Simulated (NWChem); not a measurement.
System: WN2H3OF; SMILES [NH]=[W](=[NH])([OH])[F]

Excerpt of the output:

```
             Northwest Computational Chemistry Package (NWChem) 7.3.0
             --------------------------------------------------------

 C1  symmetry detected

                             Geometry "geometry" -> ""
                             -------------------------

 Output coordinates in angstroms (scale by  1.889725989 to convert to a.u.)

  No.       Tag          Charge          X              Y              Z
 ---- ---------------- ---------- -------------- -------------- --------------
    1 W                   74.0000    -0.00401877     0.00891438     0.00005426
    2 N                    7.0000    -1.01216809    -0.13085596     1.41616656
    3 H                    1.0000    -1.87084328    -0.24595639     1.94362649
    4 N                    7.0000    -1.00849703    -0.13348097    -1.41849480
    5 H                    1.0000    -1.86737140    -0.24883004    -1.94565025
    6 F                    9.0000     0.80012454     1.71225884    -0.00034470
    7 O                    8.0000     1.22824789    -1.41858863     0.00271167
    8 H                    1.0000     1.15315581    -2.37613958    -0.00428512

 Effective nuclear repulsion energy (a.u.)     797.4818291298

                                 NWChem DFT Module
                                 -----------------

 Summary of "ao basis" -> "ao basis" (spherical)
 ------------------------------------------------------------------------------
       Tag                 Description            Shells   Functions and Types
 ---------------- ------------------------------  ------  ---------------------
 W                          def2-svp                12       32   6s3p2d1f
 N                          def2-svp                 6       14   3s2p1d
 H                          def2-svp                 3        5   2s1p
 F                          def2-svp                 6       14   3s2p1d
 O                          def2-svp                 6       14   3s2p1d

            General Information
            -------------------
          SCF calculation type: DFT
          Wavefunction type:  closed shell.
          No. of atoms     :     8
          No. of electrons :    48
           Alpha electrons :    24
            Beta electrons :    24
          Charge           :     0
          Spin multiplicity:     1
          Use of symmetry is: off; symmetry adaption is: off
          Maximum number of iterations: 150
          AO basis - number of functions:   103
                     number of shells:    45
          Convergence on energy requested:  1.00D-06
          Convergence on density requested:  1.00D-05
          Convergence on gradient requested:  5.00D-04

              XC Information
              --------------
                          M06 Method XC Functional
                     Hartree-Fock (Exact) Exchange  0.270
                           M06 Exchange Functional  1.000
                         M06 Correlation Potential  1.000

             Grid Information
             ----------------
          Grid used for XC integration:  medium
          Radial quadrature: Mura-Knowles
          Angular quadrature: Lebedev.
          Tag              B.-S. Rad. Rad. Pts. Rad. Cut. Ang. Pts.
          ---              ---------- --------- --------- ---------
          W                   1.35      123           9.0       590
          N                   0.65       49          10.0       434
          H                   0.35       45          11.0       434
          F                   0.50       49          11.0       434
          O                   0.60       49          10.0       434
          Grid pruning is: on
          Number of quadrature shells:   454
          Spatial weights used:  Erf1

      Superposition of Atomic Density Guess
      -------------------------------------

 Sum of atomic energies:        -357.14648193

      Non-variational initial energy
      ------------------------------

 Total energy =    -350.801778
 1-e energy   =    -941.418135
 2-e energy   =     369.856212
 HOMO         =      -0.354475
 LUMO         =      -0.004854

     ---------------------------------------------
      Total Density - Mulliken Population Analysis
     ---------------------------------------------

    Atom       Charge   Shell Charges
 -----------   ------   -------------------------------------------------------
    1 W   14    11.24   0.04 -0.35  1.80  0.55  0.31  0.06  5.50  0.57  0.15  2.09  0.36  0.16
    2 N    7     8.06   1.99  1.08  0.58  2.65  1.75  0.01
    3 H    1     0.76   0.60  0.12  0.04
    4 N    7     8.06   1.99  1.08  0.58  2.65  1.75  0.01
    5 H    1     0.76   0.60  0.12  0.04
    6 F    9     9.64   1.99  1.15  0.80  3.53  2.16  0.00
    7 O    8     8.84   1.99  1.10  0.66  3.11  1.97  0.00
    8 H    1     0.64   0.52  0.06  0.06

   convergence    iter        energy       DeltaE   RMS-Dens  Diis-err
 ---------------- ----- ----------------- --------- --------- ---------
 d= 0,ls=0.0,diis     1   -352.8794729387 -5.74D+02  3.86D-02  3.06D+00
 d= 0,ls=0.0,diis     2   -349.9504008994  2.93D+00  3.05D-02  2.90D+01
 d= 0,ls=0.0,diis     3   -353.1807109143 -3.23D+00  5.28D-03  5.22D-01
 d= 0,ls=0.0,diis     4   -353.2194320164 -3.87D-02  1.84D-03  1.38D-01
 d= 0,ls=0.0,diis     5   -353.2288620656 -9.43D-03  7.33D-04  4.69D-03
  Resetting Diis
 d= 0,ls=0.0,diis     6   -353.2297433587 -8.81D-04  4.27D-04  4.89D-04
 d= 0,ls=0.0,diis     7   -353.2298737377 -1.30D-04  2.75D-04  3.72D-04
 d= 0,ls=0.0,diis     8   -353.2298200073  5.37D-05  1.62D-04  1.08D-03
 d= 0,ls=0.0,diis     9   -353.2299190202 -9.90D-05  3.54D-05  1.14D-05
 d= 0,ls=0.0,diis    10   -353.2299191112 -9.10D-08  2.13D-05  1.04D-05
 d= 0,ls=0.0,diis    11   -353.2299201889 -1.08D-06  5.95D-06  1.17D-06
 d= 0,ls=0.0,diis    12   -353.2299203085 -1.20D-07  1.32D-06  1.84D-08

         Total DFT energy =     -353.229920308512
      One electron energy =     -946.227106518624
           Coulomb energy =      413.646184204666
    Exchange-Corr. energy =      -41.409143845183
 Nuclear repulsion energy =      220.760145850630

 Numeric. integr. density =       47.999999882230

                       DFT Final Molecular Orbital Analysis
                       ------------------------------------

 Vector   22  Occ=2.000000D+00  E=-3.153330D-01
              MO Center= -2.6D-01, -2.3D-01, -3.2D-02, r^2= 3.4D+00
   Bfn.  Coefficient  Atom+Function         Bfn.  Coefficient  Atom+Function
  ----- ------------  ---------------      ----- ------------  ---------------
    17      0.327099  1 W  d -1              56      0.320339  4 N  py
    90      0.310520  7 O  pz                37     -0.308311  2 N  py
    59     -0.248311  4 N  py                93      0.241004  7 O  pz
    40      0.239228  2 N  py                76      0.187802  6 F  pz
    79     -0.138736  6 F  pz                 9     -0.057707  1 W  pz

 Vector   23  Occ=2.000000D+00  E=-3.091808D-01
              MO Center= -7.9D-01, -7.9D-02,  3.0D-02, r^2= 3.0D+00
   Bfn.  Coefficient  Atom+Function         Bfn.  Coefficient  Atom+Function
  ----- ------------  ---------------      ----- ------------  ---------------
    37      0.363346  2 N  py                56      0.352866  4 N  py
    40     -0.277662  2 N  py                59     -0.269390  4 N  py
    16      0.257724  1 W  d -2               8      0.200971  1 W  py
    75     -0.164000  6 F  py                78      0.144726  6 F  py
    87      0.136681  7 O  s                 14     -0.114887  1 W  py

 Vector   24  Occ=2.000000D+00  E=-2.855449D-01
              MO Center= -6.6D-01, -2.0D-01,  2.3D-03, r^2= 3.3D+00
   Bfn.  Coefficient  Atom+Function         Bfn.  Coefficient  Atom+Function
  ----- ------------  ---------------      ----- ------------  ---------------
    36      0.284188  2 N  px                55     -0.283830  4 N  px
    38      0.262255  2 N  pz                57      0.261269  4 N  pz
    39     -0.223488  2 N  px                58      0.223173  4 N  px
    19      0.215371  1 W  d  1              41     -0.195985  2 N  pz
    60     -0.195109  4 N  pz                90      0.186365  7 O  pz

 Vector   25  Occ=0.000000D+00  E=-4.291565D-02
              MO Center=  7.3D-02, -8.2D-02, -3.8D-04, r^2= 2.7D+00
   Bfn.  Coefficient  Atom+Function         Bfn.  Coefficient  Atom+Function
  ----- ------------  ---------------      ----- ------------  ---------------
    20      0.777920  1 W  d  2              41      0.224824  2 N  pz
    60     -0.225378  4 N  pz                18     -0.220083  1 W  d  0
    13      0.217761  1 W  px                88     -0.188162  7 O  px
    74      0.187158  6 F  px                 5      0.182555  1 W  s
    91     -0.180076  7 O  px               100      0.169095  8 H  s

 Vector   26  Occ=0.000000D+00  E=-1.380989D-02
              MO Center= -2.7D-01, -2.9D-02, -5.0D-03, r^2= 2.2D+00
   Bfn.  Coefficient  Atom+Function         Bfn.  Coefficient  Atom+Function
  ----- ------------  ---------------      ----- ------------  ---------------
    17      0.871680  1 W  d -1              40     -0.293762  2 N  py
    59      0.293275  4 N  py                37      0.267489  2 N  py
    56     -0.267709  4 N  py                76      0.144970  6 F  pz
    90      0.135769  7 O  pz                93      0.123537  7 O  pz
    79     -0.117998  6 F  pz                22      0.092667  1 W  d -1

 Vector   27  Occ=0.000000D+00  E=-1.191702D-02
              MO Center=  8.0D-02, -4.8D-01,  9.6D-04, r^2= 5.2D+00
   Bfn.  Coefficient  Atom+Function         Bfn.  Coefficient  Atom+Function
  ----- ------------  ---------------      ----- ------------  ---------------
     6      1.071178  1 W  s                 18     -0.548353  1 W  d  0
     5     -0.479966  1 W  s                 87     -0.468874  7 O  s
   100      0.245916  8 H  s                 35      0.219795  2 N  s
    54      0.215057  4 N  s                 20     -0.202676  1 W  d  2
    73     -0.197740  6 F  s                 48     -0.190444  3 H  s

     ---------------------------------------------
      Total Density - Mulliken Population Analysis
     ---------------------------------------------

    Atom       Charge   Shell Charges
 -----------   ------   -------------------------------------------------------
    1 W   14    12.83   0.04 -0.36  1.89  0.47  0.36 -0.00  5.61  0.51  0.25  3.36  0.51  0.19
    2 N    7     7.43   1.99  1.02  0.61  2.36  1.45  0.01
    3 H    1     0.85   0.71  0.10  0.04
    4 N    7     7.43   1.99  1.02  0.61  2.36  1.45  0.01
    5 H    1     0.84   0.71  0.10  0.04
    6 F    9     9.38   1.99  1.14  0.82  3.33  2.09  0.00
    7 O    8     8.48   1.99  1.07  0.69  2.89  1.84  0.01
    8 H    1     0.75   0.65  0.03  0.07

     -------------------------------------------
      Total Density - Lowdin Population Analysis
     -------------------------------------------

    Atom       Charge   Shell Charges
 -----------   ------   -------------------------------------------------------
    1 W   14    13.63   0.00  0.04  1.08  0.78  0.34  0.13  4.97  1.26  0.42  3.08  1.18  0.36
    2 N    7     7.15   1.97  0.79  0.51  2.19  1.67  0.02
    3 H    1     0.91   0.58  0.20  0.13
    4 N    7     7.15   1.97  0.79  0.51  2.19  1.67  0.02
    5 H    1     0.91   0.58  0.20  0.13
    6 F    9     9.19   1.98  1.03  0.78  3.21  2.19  0.01
    7 O    8     8.17   1.97  0.88  0.60  2.73  1.97  0.01
    8 H    1     0.88   0.54  0.16  0.19

     Multipole analysis of the density
     ---------------------------------

     L   x y z        total         alpha         beta         nuclear
     -   - - -        -----         -----         ----         -------
     0   0 0 0     -0.000000    -24.000000    -24.000000     48.000000

     1   1 0 0     -0.771058     -0.613360     -0.613360      0.455663
     1   0 1 0     -1.102578     -0.045917     -0.045917     -1.010744
     1   0 0 1     -0.003923      0.001115      0.001115     -0.006153

     2   2 0 0    -31.351966    -87.880252    -87.880252    144.408537
     2   1 1 0     -1.246149      2.153710      2.153710     -5.553570
     2   1 0 1     -0.010204      0.001516      0.001516     -0.013236
     2   0 2 0    -32.942270   -103.069032   -103.069032    173.195793
     2   0 1 1      0.024649     -0.002655     -0.002655      0.029959
     2   0 0 2    -33.580768    -80.510498    -80.510498    127.440228
```

Level: M06/def2-SVP with def2 effective core potentials on W. Structure relaxed at the PBE0/def2-SVP level. No frequency run checked for a minimum. def2 effective core potentials on W; no spin-orbit coupling.

Question: Which NWChem input produces such a log?

Answer: Several could match; the one computed here: the input that was run:
```
start job
memory heap 200 mb stack 900 mb global 1100 mb
geometry units angstroms noautoz
  W     -0.127542     0.061940     0.001276
  N      0.385452    -0.816666     1.417667
  H      0.815431    -1.568599     1.945398
  N      0.372757    -0.821137    -1.416966
  H      0.797922    -1.576457    -1.943834
  F     -2.007934     0.171870     0.009661
  O      0.736542     1.738116    -0.005498
  H      1.652821     2.025991    -0.017842
end
basis spherical
  * library def2-svp
end
ecp
  W library def2-ecp
end
dft
  xc m06
  iterations 150
  mulliken
end
task dft energy
```
